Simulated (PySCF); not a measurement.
J couplings in SMILES C=CCC=[Se], C$_{4}$H$_{6}$Se

Geometry:
| atom | x (Å) | y (Å) | z (Å) |
| --- | --- | --- | --- |
| C1 | -1.459 | 1.102 | 0.173 |
| C2 | -0.852 | -0.084 | 0.168 |
| C3 | 0.526 | -0.332 | 0.720 |
| C4 | 1.485 | -0.695 | -0.368 |
| Se5 | 2.965 | 0.151 | -0.767 |
| H6 | -0.983 | 1.990 | 0.601 |
| H7 | -2.459 | 1.228 | -0.249 |
| H8 | -1.359 | -0.948 | -0.281 |
| H9 | 0.481 | -1.188 | 1.423 |
| H10 | 0.895 | 0.542 | 1.274 |
| H11 | 1.198 | -1.573 | -0.967 |

Method: indirect couplings at PBE0/pcJ-1 (dyall-v2z on Se), no solvent, finite nuclei, PBE0-D3(BJ)/def2-SVP geometry; PySCF 2.14.0. A triplet lies low, so the couplings hang strongly on the functional.

Non-relativistic values:
```
    coupling         atoms  J (Hz)
1J(77Se,13C)      Se5 – C4  -222.2
2J(77Se,13C)      Se5 – C3   -10.2
 2J(77Se,1H)     Se5 – H11     4.1
3J(77Se,13C)      Se5 – C2     0.5
 3J(77Se,1H)  Se5 – H9/H10     0.0
4J(77Se,13C)      Se5 – C1     3.4
 4J(77Se,1H)      Se5 – H8    -1.7
 5J(77Se,1H)      Se5 – H7     0.4
```

Task: What do two-component X2C with spin–orbit coupling give?

Result: 
| coupling | atoms | with spin–orbit (Hz) |
| --- | --- | --- |
| 1J(77Se,13C) | Se5 – C4 | -250.5 |
| 2J(77Se,13C) | Se5 – C3 | -17.1 |
| 2J(77Se,1H) | Se5 – H11 | -5.7 |
| 3J(77Se,13C) | Se5 – C2 | 4.3 |
| 3J(77Se,1H) | Se5 – H9/H10 | 4.0 |
| 4J(77Se,13C) | Se5 – C1 | 3.3 |
| 4J(77Se,1H) | Se5 – H8 | -1.6 |
| 5J(77Se,1H) | Se5 – H7 | 0.7 |

The largest listed coupling, 1J(77Se,13C), ends at 1.13 times its non-relativistic value. Equivalent partners are averaged, as under fast rotation. In the static structure 3J(77Se,1H) spreads over 6.8, 1.2 Hz.
